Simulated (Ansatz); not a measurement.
Mulliken charges of `F[Si](S)Cl` radical from PBE/def2-TZVPP in Ansatz (PBE0-D4/def2-TZVP geometry).

```tsv
atom	x (Å)	y (Å)	z (Å)	charge (e)
F1	1.366	0.780	-0.805	-0.236
Si2	0.179	-0.286	-0.811	0.490
S3	-1.537	0.538	0.134	-0.202
Cl4	0.910	-1.928	0.170	-0.174
H5	-0.868	0.823	1.270	0.121
```

Problem. By hand: the dipole of these point charges (1 e Å = 4.8032 D).

Solution. Σ q r = (-0.188, 0.002, -0.110) e Å, of length 0.218 e Å = 1.05 D.

Problem. How does the dipole of the full density compare? (Estimate.)

Solution. Ansatz gave: (-0.107, 0.024, 0.076) e Å, 0.64 D; the point charges give 1.64 times that, at 66° from its direction.

Point charges leave out the atoms' own dipoles, such as those of lone pairs, and Mulliken's split depends on the basis, so the two needn't agree.
